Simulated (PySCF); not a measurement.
CF₄, singlet, geometry from GFN2-xTB; R2SCAN/def2-SV(P) run with PySCF.

Here is a job for PySCF.
```python
from pyscf import gto, scf, dft

mol = gto.M(
    atom='''
C     0.00000000    0.00000000   -0.00000000
F     0.76156680    0.76669051    0.74768414
F    -0.74940203   -0.75691441    0.76961488
F    -0.76791520    0.75064431   -0.75740957
F     0.75575043   -0.76042041   -0.75988945
''',
    basis='def2-sv(p)',
    verbose=4,
)

mf = dft.RKS(mol)
mf.xc = 'r2scan'
mf.conv_tol = 1e-7
mf.kernel()
mf.analyze()
```

Question: Write the output that PySCF gives for this input, abridged.

Answer: 
```
PySCF version 2.14.0

[INPUT] verbose = 4
[INPUT] num. atoms = 5
[INPUT] num. electrons = 42
[INPUT] charge = 0
[INPUT] spin (= nelec alpha-beta = 2S) = 0
[INPUT] symmetry False subgroup None
[INPUT] Mole.unit = angstrom
[INPUT] Symbol           X                Y                Z      unit          X                Y                Z       unit  Magmom
[INPUT]  1 C      0.000000000000   0.000000000000   0.000000000000 AA    0.000000000000   0.000000000000   0.000000000000 Bohr   0.0
[INPUT]  2 F      0.761566800000   0.766690510000   0.747684140000 AA    1.439152677561   1.448835086203   1.412918252281 Bohr   0.0
[INPUT]  3 F     -0.749402030000  -0.756914410000   0.769614880000 AA   -1.416164593893  -1.430360934637   1.454361344590 Bohr   0.0
[INPUT]  4 F     -0.767915200000   0.750644310000  -0.757409570000 AA   -1.451149414891   1.418512162863  -1.431296651425 Bohr   0.0
[INPUT]  5 F      0.755750430000  -0.760420410000  -0.759889450000 AA    1.428161331222  -1.436986314429  -1.435982945446 Bohr   0.0

nuclear repulsion = 206.829444091093
number of shells = 30
number of NR pGTOs = 120
number of NR cGTOs = 70
basis = def2-sv(p)
ecp = {}

******** <class 'pyscf.dft.rks.RKS'> ********
method = RKS
initial guess = minao
damping factor = 0
level_shift factor = 0
DIIS = <class 'pyscf.scf.diis.CDIIS'>
diis_start_cycle = 1
diis_space = 8
diis_damp = 0
SCF conv_tol = 1e-07
SCF conv_tol_grad = None
SCF max_cycles = 50
direct_scf = True
direct_scf_tol = 1e-13
XC library pyscf.dft.libxc version 7.1.2
    S. Lehtola, C. Steigemann, M. J. T. Oliveira, and M. A. L. Marques,  SoftwareX 7, 1–5 (2018)
XC functionals = r2scan
    J. W. Furness, A. D. Kaplan, J. Ning, J. P. Perdew, and J. Sun,  J. Phys. Chem. Lett. 11, 8208–8215 (2020)
    J. W. Furness, A. D. Kaplan, J. Ning, J. P. Perdew, and J. Sun,  J. Phys. Chem. Lett. 11, 9248–9248 (2020)
    J. W. Furness, A. D. Kaplan, J. Ning, J. P. Perdew, and J. Sun,  J. Phys. Chem. Lett. 11, 8208–8215 (2020)
    J. W. Furness, A. D. Kaplan, J. Ning, J. P. Perdew, and J. Sun,  J. Phys. Chem. Lett. 11, 9248–9248 (2020)
radial grids:
    Treutler-Ahlrichs [JCP 102, 346 (1995); DOI:10.1063/1.469408] (M4) radial grids

becke partition: Becke, JCP 88, 2547 (1988); DOI:10.1063/1.454033
pruning grids: <function nwchem_prune>
grids dens level: 3
symmetrized grids: False
atomic radii adjust function: <function treutler_atomic_radii_adjust>
small_rho_cutoff = 0
Set gradient conv threshold to 0.000316228
Initial guess from minao.
tot grids = 71168
init E= -437.717830309728
  HOMO = -0.448925928148337  LUMO = 0.169397153447734  gap/eV = 16.82543
cycle= 1 E= -436.807940671855  delta_E= 0.91  |g|=    1  |ddm|= 2.37
  HOMO = -0.336412069526716  LUMO = 0.103578654455698  gap/eV = 11.97276
cycle= 2 E= -436.548597113457  delta_E= 0.259  |g|= 1.64  |ddm|= 1.58
  HOMO = -0.393569897400116  LUMO = 0.166912327742729  gap/eV = 15.25150
cycle= 3 E= -436.972777108081  delta_E= -0.424  |g|= 0.0203  |ddm|= 1.01
  HOMO = -0.395906665940678  LUMO = 0.163375070716856  gap/eV = 15.21883
cycle= 4 E= -436.97285627959  delta_E= -7.92e-05  |g|= 0.00834  |ddm|= 0.027
  HOMO = -0.394365352013959  LUMO = 0.165161582068433  gap/eV = 15.22550
cycle= 5 E= -436.972869685452  delta_E= -1.34e-05  |g|= 0.00174  |ddm|= 0.00769
  HOMO = -0.394591892511959  LUMO = 0.164924713974454  gap/eV = 15.22522
cycle= 6 E= -436.972870110854  delta_E= -4.25e-07  |g|= 0.000114  |ddm|= 0.000954
  HOMO = -0.394589579899535  LUMO = 0.164930882397181  gap/eV = 15.22533
cycle= 7 E= -436.972870112862  delta_E= -2.01e-09  |g|= 2.27e-06  |ddm|= 6.84e-05
  HOMO = -0.394589688230343  LUMO = 0.164931119702448  gap/eV = 15.22534
Extra cycle  E= -436.972870112861  delta_E= 1.82e-12  |g|= 2.98e-06  |ddm|= 3.17e-06
converged SCF energy = -436.972870112861
**** SCF Summaries ****
Total Energy =                        -436.972870112860619
Nuclear Repulsion Energy =             206.829444091093336
One-electron Energy =                -1018.214019594149022
Two-electron Energy =                  374.411705390195038
Two-electron Coulomb Energy =          421.537110178862235
DFT Exchange-Correlation Energy =      -47.125404788667211
HOMO-LUMO gap [eV] =                    15.225336690881457
**** MO energy ****
MO #1   energy= -24.5555680623191  occ= 2
MO #2   energy= -24.5554797828295  occ= 2
MO #3   energy= -24.5554797149493  occ= 2
MO #4   energy= -24.5554796792512  occ= 2
MO #5   energy= -10.3829849949556  occ= 2
MO #6   energy= -1.32931125677191  occ= 2
MO #7   energy= -1.2084508072933   occ= 2
MO #8   energy= -1.20845076062118  occ= 2
MO #9   energy= -1.20845073592205  occ= 2
MO #10  energy= -0.684690310634999 occ= 2
MO #11  energy= -0.603750578126881 occ= 2
MO #12  energy= -0.603750533386812 occ= 2
MO #13  energy= -0.603750515654855 occ= 2
MO #14  energy= -0.465543493815084 occ= 2
MO #15  energy= -0.465543373983474 occ= 2
MO #16  energy= -0.442052051919099 occ= 2
MO #17  energy= -0.442051900818754 occ= 2
MO #18  energy= -0.442051885405837 occ= 2
MO #19  energy= -0.394589727783119 occ= 2
MO #20  energy= -0.394589709641023 occ= 2
MO #21  energy= -0.394589688230343 occ= 2
MO #22  energy= 0.164931119702448  occ= 0
MO #23  energy= 0.173749171893916  occ= 0
MO #24  energy= 0.173749253345342  occ= 0
MO #25  energy= 0.173749307417206  occ= 0
MO #26  energy= 0.304266139807108  occ= 0
MO #27  energy= 0.430297499185458  occ= 0
MO #28  energy= 0.430297957661714  occ= 0
MO #29  energy= 0.430298139853171  occ= 0
 ** Mulliken pop on meta-lowdin orthogonal AOs  **
 ** Mulliken pop  **
 ** Mulliken atomic charges  **
charge of    0C =      0.94022
charge of    1F =     -0.23505
charge of    2F =     -0.23505
charge of    3F =     -0.23505
charge of    4F =     -0.23505
Dipole moment(X, Y, Z, Debye): -0.00000,  0.00000,  0.00000
```
